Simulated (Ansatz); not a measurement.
K₂N₂H₄⁻, that is (KNH2)2 ring with one electron more. The state is a doublet with charge -1. Geometry r2SCAN-D4/def2-SVP, that of the neutral singlet; atoms count from 1.

Cartesian coordinates in Å:
```
K 1.5945 0.5773 -0.5784
N 0.2826 0.9181 1.6955
K -1.5889 -0.5880 0.5832
N -0.2822 -0.9190 -1.6950
H 0.7218 0.5861 2.5668
H 0.0309 1.8791 1.9704
H -0.0353 -1.8778 -1.9814
H -0.7233 -0.5758 -2.5611
```

The highest occupied level of the charge -1 doublet lies above zero (up to 0.70 eV). Energy differences put its binding near zero (0.03 eV; vertical, to the charge 0 singlet, at PBE0-D4/def2-TZVPD), which leaves it undecided.

Q: Estimate the Mulliken populations from the PBE0/def2-TZVPD orbitals of Ansatz.

A: 
```
atom  charge (e)  spin (α − β)
  K1        0.21          0.51
  N2       -0.84         -0.03
  K3        0.21          0.51
  N4       -0.84         -0.03
  H5        0.07          0.01
  H6        0.07          0.01
  H7        0.07          0.01
  H8        0.07          0.01
```
Mulliken values and Mayer orders depend strongly on the basis. With diffuse functions, as here, like atoms can get unlike values, and bond orders can come out too low or too high.

Q: Where does the spin sit?

A: Summed by element: K 1.02, N -0.06, H 0.04, of 1 unpaired in all. Largest on single atoms: K1 0.51, K3 0.51, N4 -0.03.

Q: And the Mayer bond orders between bonded heavy atoms (over 0.3)?

A: K1–K3 0.40 (3.58 Å).
